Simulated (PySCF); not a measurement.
# LDA on Pt³⁺ (platinum, charge +3)

Configuration: [Xe] 4f14 5d7, high-spin 4F determinant. Computed with PySCF 2.14 in ANO-RCC-VTZP (8s7p5d3f1g, 84 functions), with the spin-free X2C one-electron Hamiltonian (Gaussian nucleus).

```
Total energy                        : -18401.53 hartree
One-electron energy                 : -25144.51 hartree
Hartree (Coulomb) energy            : 7091.99 hartree
Exchange-correlation energy         : -349.02 hartree
⟨S²⟩                                : 3.7505
⟨L²⟩                                : 12.005
Sum of ⟨r⟩                          : 38.03 bohr
Sum of ⟨r²⟩                         : 37.59 bohr²
Langevin diamagnetic susceptibility : -29.8 ×10⁻⁶ cm³/mol
```

```
shell  electrons  mean orbital energy (eV)  spread (eV)  rms radius, mean of both spins (bohr)
 1s α          1                  -78085.7            0                                 0.0194
 1s β          1                  -78085.7            0                                 0.0194
 2s α          1                  -13750.9            0                                 0.0782
 2s β          1                  -13750.6            0                                 0.0782
 2p α          3                  -11982.2            0                                 0.0716
 2p β          3                  -11982.0            0                                 0.0716
 3s α          1                   -3259.2            0                                  0.200
 3s β          1                   -3259.1            0                                  0.200
 3p α          3                   -2740.9            0                                  0.202
 3p β          3                   -2740.8            0                                  0.202
 3d α          5                   -2153.4        0.114                                  0.184
 3d β          5                   -2153.2        0.029                                  0.184
 4s α          1                   -727.69            0                                  0.442
 4s β          1                   -727.47            0                                  0.442
 4p α          3                   -556.43            0                                  0.471
 4p β          3                   -556.21            0                                  0.471
 4d α          5                   -342.05        0.292                                  0.504
 4d β          5                   -341.78        0.147                                  0.504
 5s α          1                   -137.63            0                                   1.01
 5s β          1                   -136.08            0                                   1.01
 4f α          7                   -106.56        0.397                                  0.569
 4f β          7                   -106.17        0.160                                  0.569
 5p α          3                   -92.189            0                                   1.16
 5p β          3                   -90.350            0                                   1.16
 5d α          5                   -39.885        0.781                                   1.60
 5d β          2                   -38.029            0                                   1.60
```

Spin-orbit coupling, absent here, splits the open shell strongly.

Densities and radii are taken from the X2C orbitals without a picture-change correction, which distorts them close to the nucleus.
